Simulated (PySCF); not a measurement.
C3H3N3, charge +1, multiplicity 2. Atoms are numbered in the order given.

```xyz
9

C      0.0000     1.1876     0.6715
N      0.0000     1.1889    -0.6718
C      0.0000     0.0000    -1.2753
N      0.0000    -1.1889    -0.6718
C      0.0000    -1.1876     0.6715
N      0.0000     0.0000     1.2676
H      0.0000     2.1246     1.2570
H      0.0000     0.0000    -2.3883
H      0.0000    -2.1246     1.2570
```
Charge +1, spin multiplicity 2.

Geometry optimised at PBE-D3(BJ)/def2-SVP. The multiplicity is an assumed one; no other spin state was optimised.

Computed with PySCF with PBE-D3(BJ)/def2-SVP.

Harmonic, unscaled wavenumbers; measured fundamentals usually lie a few per cent lower.

Q: Give all harmonic wavenumbers and intensities. (Estimate from the structure and the level; the computed values follow.)

A: 
```csv
mode,ν (cm⁻¹),IR (km/mol),moving atoms (share of kinetic energy)
1,199,354.4,"N 58 %, C 38 %"
2,357,0.0,"N 50 %, C 27 %, H 23 %"
3,370,1.2,"N 51 %, C 26 %, H 23 %"
4,610,60.8,"H 44 %, N 35 %, C 21 %"
5,669,57.9,"N 65 %, C 30 %"
6,893,5.5,"H 56 %, C 33 %, N 11 %"
7,935,0.0,"H 66 %, C 32 %"
8,958,0.0,"H 61 %, C 35 %"
9,962,0.1,"N 91 %, C 8 %"
10,1084,10.0,"C 66 %, H 21 %, N 14 %"
11,1105,4.4,"C 60 %, H 35 %"
12,1130,0.7,"H 41 %, C 40 %, N 19 %"
13,1202,18.0,"H 35 %, C 34 %, N 31 %"
14,1273,0.0,H 88 %
15,1362,20.1,"H 48 %, N 27 %, C 25 %"
16,1407,28.9,"C 39 %, N 37 %, H 24 %"
17,1465,50.5,"C 50 %, N 46 %"
18,1561,204.1,"N 51 %, C 48 %"
19,3030,108.6,"H 92 %, C 8 %"
20,3125,8.2,"H 92 %, C 8 %"
21,3137,16.3,"H 91 %, C 9 %"
```
